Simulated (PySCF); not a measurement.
Species: C₆H₇F₃.
SMILES with atom numbers: `[CH2:1]=[CH:2][C:3]1([C:4]([F:5])([F:6])[F:7])[CH2:8][CH2:9]1`

Structure used (GFN2-xTB), in Å, numbered top down from 1:
```
atom  x, y, z in Å
C1     2.005   -1.013    0.197
C2     1.246    0.029    0.487
C3    -0.160    0.207    0.051
C4    -0.764    1.492    0.556
F5    -0.799    1.545    1.900
F6    -0.070    2.575    0.161
F7    -2.025    1.685    0.142
C8    -1.099   -0.972   -0.074
C9    -0.628   -0.275   -1.303
H10    3.020   -1.075    0.547
H11    1.656   -1.841   -0.396
H12    1.639    0.838    1.086
H13   -2.123   -0.833    0.237
H14   -0.691   -1.941    0.167
H15   -1.326    0.344   -1.845
H16    0.112   -0.756   -1.924
```

NICS is the negative of the GIAO shielding at a point without a nucleus: at the ring centre (0) and 1 Å above and below it (1); zz is the component along the ring normal. Level: GIAO PBE0/pcSseg-1 (PySCF, non-relativistic, gas phase) on the GFN2-xTB geometry, one conformer.

Ring bond lengths (Å), with Mayer bond orders in brackets: C3–C8 1.512 (0.91), C8–C9 1.489 (0.97), C9–C3 1.512 (0.91).

**Question.** What do the NICS probes read (ppm)?

**Answer.** 
| ring | type | NICS(0) | NICS(1), two faces | NICS(1)zz, two faces | rms pucker (Å) | centre to ring atoms, mean (Å) |
| --- | --- | --- | --- | --- | --- | --- |
| C3–C8–C9 | 3-membered carbocycle; formal bonds all single | -43.6 | -8.8 / -7.8 | -25.6 / -23.9 | 0.00 | 0.87 |

**Question.** What do they say, and how far can they be read as aromaticity?

**Answer.** 
- C3–C8–C9: mean NICS(1)zz -24.8 ppm, shielded. C3, C8, C9 have four or more neighbours; no verdict on aromaticity is drawn. NICS(0) lies 35 ppm below the mean NICS(1).

**Question.** What field does 9.4 T along the ring normal induce along that normal at the second NICS(1) probe listed for ring C3–C8–C9, 1 Å off the ring?

**Answer.** NICSzz × B0 = -23.9 ppm × 9.4 T = -225 μT, against the applied field.

**Question.** How shielded are the nuclei of the rings and their hydrogens (means over atoms taken as equivalent)?

**Answer.** 
| atoms | environment | σ isotropic (ppm) | principal values of the symmetric part, first atom (ppm) |
| --- | --- | --- | --- |
| C3 | allylic carbon | 159.3 | 122.5, 144.2, 211.2 |
| C8 (×2) | three-membered-ring carbon | 166.4 | 134.2, 172.6, 193.3 |
| H13 (×2) | methylene hydrogen | 30.27 | 24.1, 28.4, 38.4 |
| H14 (×2) | methylene hydrogen | 30.85 | 25.4, 28.1, 39.1 |
